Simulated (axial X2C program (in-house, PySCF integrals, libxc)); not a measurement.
Values are calculated unless marked as measured or tabulated.
ZrP: input and output of an EOM-EA-CCSD run

Program: an in-house all-electron X2C program for linear molecules (integrals from PySCF).

Input and command:
```json
{"zs": [40, 15], "q": 0, "bas": ["dyall-acv3z", "dyall-av3z"], "r0": 2.29, "eom": "ea", "thr": -2.0, "nmax": 92, "grid": [1, 0.96, 1.045, 0.92, 1.09, 1.15]}
```
```bash
python soeom.py task.json out
```

Keys: zs atomic numbers; q charge; bas basis sets; r0 starting distance in Å; eom kind of EOM run; thr threshold in hartree for freezing inner shells (an s shell follows its p shell); nmax most natural virtual spinors; grid distances as factors.

Output at R = 2.174 Å (near the PBE0 minimum at charge 0 of the determinant lowest at the starting distance; the state shown can have its own minimum elsewhere), reference ZrP⁺:

```
two-component X2C + atomic mean field  HF
basis functions 232  fitting functions 1092  grid points 5082
iter        total energy     max residual
   1      -3936.088482060     2.78e-01
   2      -3936.110888656     7.77e-03
   3      -3936.108631297     1.00e-02
   4      -3936.114288121     1.15e-03
   5      -3936.114467281     6.47e-04
   6      -3936.114563660     5.76e-04
   7      -3936.114629716     4.23e-04
   8      -3936.114690006     1.73e-04
   9      -3936.114704385     4.29e-05
  10      -3936.114704877     3.26e-05
  11      -3936.114704971     1.61e-05
  12      -3936.114705039     1.53e-05
  13      -3936.114705101     1.03e-05
  14      -3936.114705154     6.82e-06
  15      -3936.114705179     3.42e-06
  16      -3936.114705185     1.75e-06
  17      -3936.114705186     1.55e-06
converged
one-electron -5715.13002982  Coulomb 1770.15404796  exact exchange -135.54055083  xc functional 0.00000000  nuclear repulsion 146.04706833  atomic mean-field constant -1.64524082
correlated 16  virtual 330  natural virtual 88  E(MP2) -0.528109728  MP2 remainder -0.103436002
iter   CCSD correlation   residual
   1     -0.383409433   3.21e-01
   2     -0.407072139   1.92e-01
   3     -0.410987462   4.47e-02
   4     -0.412295354   2.21e-02
   5     -0.412425149   1.06e-02
   6     -0.412451389   6.90e-03
   7     -0.412492321   5.28e-03
   8     -0.412549379   3.43e-03
   9     -0.412591492   1.39e-03
  10     -0.412568225   6.06e-04
  11     -0.412575486   3.15e-04
  12     -0.412567582   1.66e-04
  13     -0.412571145   9.60e-05
  14     -0.412569247   7.06e-05
  15     -0.412569116   5.40e-05
  16     -0.412569060   4.18e-05
  17     -0.412568771   3.09e-05
  18     -0.412568850   1.98e-05
  19     -0.412569139   1.33e-05
  20     -0.412568981   8.78e-06
  21     -0.412569168   6.05e-06
  22     -0.412568965   4.14e-06
  23     -0.412568960   2.73e-06
(T) -0.026338653  T1 0.0475  D1 0.1143  max T2 0.045
EOM-EA-CCSD roots
2*Omega      energy/Eh   energy/eV  one-particle weight
    1      -0.24296150     -6.6113      0.951
    1      -0.17634881     -4.7987      0.951
    1      -0.15926521     -4.3338      0.953
    1      -0.09319223     -2.5359      0.940
    1      -0.07808078     -2.1247      0.989
    3      -0.21057586     -5.7301      0.928
    3      -0.17335329     -4.7172      0.952
    3      -0.09117070     -2.4809      0.940
    3      -0.06667837     -1.8144      0.016
    5      -0.20806329     -5.6617      0.928
    5      -0.04032544     -1.0973      0.000
    7      -0.04044372     -1.1005      0.000
```
T1 in the output is the amplitude norm over the root of the electron number; divide by √2 for the Lee–Taylor value.

Reference electrons by ω block (each with its −ω partner): 1/2: 19, 3/2: 7, 5/2: 1. Root energies count from the CCSD energy of the reference. The reference has large amplitudes (orbital relaxation or multireference character). Roots of positive energy are unbound. The reference need not be the lowest state of its species. All roots sought are printed; those with a small one-particle weight need a further excitation, are placed far too high, and may in truth lie low or lowest. Inner shells are frozen, and levels at this size can be off by some tenths of an eV.
